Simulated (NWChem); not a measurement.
SiCl$_{2}$, singlet; SMILES Cl[Si]Cl

```xyz
3

Si     0.0000     0.0000     0.9323
Cl    -1.6066     0.0000    -0.3846
Cl     1.6066     0.0000    -0.3846
```
Atoms are numbered in this order, from 1.

Program: NWChem. Low-valent species are run as closed-shell singlets; no triplet was tried in these runs. Geometry: optimised at PBE0-D3(BJ)/def2-TZVP. Vzz is the largest principal value of the second derivative of the potential at the nucleus (NWChem prints the opposite sign); η is the asymmetry. Non-relativistic.

```csv
level,Vzz Cl3 (a.u.),η Cl3,relative time
CAM-B3LYP/def2-SVP,1.369,0.80,1
CAM-B3LYP/cc-pVTZ,1.316,0.84,10
B3LYP/def2-TZVP,1.367,0.89,2
B3LYP/cc-pVTZ,1.284,0.88,8
```

Relative times are rough (shared machine, one core).
